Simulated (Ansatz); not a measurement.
Total energies of C$_{2}$H$_{6}$FMoNO, SMILES `C[N]=[Mo]([CH3])(=[O])[F]`.

```xyz
12

C     1.007   -1.978   -0.009
N     0.547   -0.697   -0.409
Mo    0.432    1.003   -0.191
C    -1.621    1.294    0.162
O     1.216    1.387    1.239
F     1.002    1.924   -1.710
H     0.151   -2.652    0.107
H     1.546   -1.931    0.944
H     1.665   -2.402   -0.774
H    -1.794    2.355    0.365
H    -1.975    0.706    1.010
H    -2.175    0.991   -0.732
```

Charge 0, multiplicity 1. Correlated methods include outer-core shells of Mo, which these sets cover unevenly. Mo: def2 effective core potential. The geometry is a stationary point of PBE0-D4/def2-TZVP. Basis def2-TZVPP, Ansatz 0.2.0.

RPA on PBE orbitals: Hartree–Fock energy of these orbitals -375.58086 Eh, correlation -2.43861 Eh (frozen core).

```
             functional  energy without D4 (Eh)  D4 term (kJ/mol)
            LDA (SPW92)              -375.65380                 –
                 revPBE              -378.09386             -78.3
                 B97M-V              -378.05493                 –
                  B3LYP              -378.13918             -43.8
                r2SCANh              -377.95635              -7.4
                r2SCAN0              -377.88167              -8.1
HSE06 (plane-wave form)              -377.73853             -21.7
                  BHLYP              -377.79395             -34.5
                ωB97M-V              -377.88829                 –
               PBE-QIDH              -377.65508                 –
```

Task: Give the same for PBE, BLYP, r2SCAN, PBE0, CAM-B3LYP, LC-ωPBE, ωB97X-V, B2PLYP. (Estimate.)

Result: The calculation gave: 
```csv
functional,energy without D4 (Eh),D4 term (kJ/mol)
PBE,-377.81744,-27.3
BLYP,-378.04060,-58.8
r2SCAN,-378.00771,-6.9
PBE0,-377.75354,-23.2
CAM-B3LYP,-377.93498,-23.7
LC-ωPBE,-377.91733,–
ωB97X-V,-377.95166,–
B2PLYP,-377.82151,–
```

B3LYP takes the VWN-RPA correlation (the form of Gaussian; ORCA's B3LYP/G). HSE06 is the plane-wave form, built on full-range PBE exchange. The double hybrids freeze the cores in their second-order part.

LC-ωPBE has ω = 0.4 bohr⁻¹.
